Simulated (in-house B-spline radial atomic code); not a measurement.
RPA and G0W0 for C IV (C3+), [He] 2s1, highest spin, as one setting changes: the share of exact exchange in the PBE hybrid start. A dash marks a level of low quasi-particle weight. Computed with a B-spline radial code for spherical atoms: all electrons, non-relativistic, point nucleus, each spin shell either full or empty, empty states to l = 9 with an (l + 1/2)⁻⁴ tail; G0W0 by contour deformation at full frequency.

RPA overbinds a lone outer s electron by self-correlation, and G0W0 tends to as well.

```csv
share of exact exchange in the PBE hybrid start,mean-field level (eV),G0W0 level (eV),RPA correlation (Eh)
0,-57.69,2s up -65.77,-0.14041
0.1,-58.40,2s up -65.73,-0.13499
0.2,?,?,?
0.3,?,?,?
0.4,-60.54,2s up -65.60,-0.12368
0.5,-61.25,2s up -65.56,-0.12089
0.6,-61.96,2s up -65.53,-0.11839
0.7,-62.67,2s up -65.49,-0.11615
0.8,-63.38,2s up -65.46,-0.1141
0.9,-64.08,2s up -65.43,-0.11222
1,-64.79,2s up -65.40,-0.11047
```

Task: What belongs in the row for 0.2?

Result: mean-field level (eV): -59.11; G0W0 level (eV): 2s up -65.69; RPA correlation (Eh): -0.13058.

Task: What belongs in the row for 0.3?

Result: mean-field level (eV): -59.83; G0W0 level (eV): 2s up -65.65; RPA correlation (Eh): -0.12687.
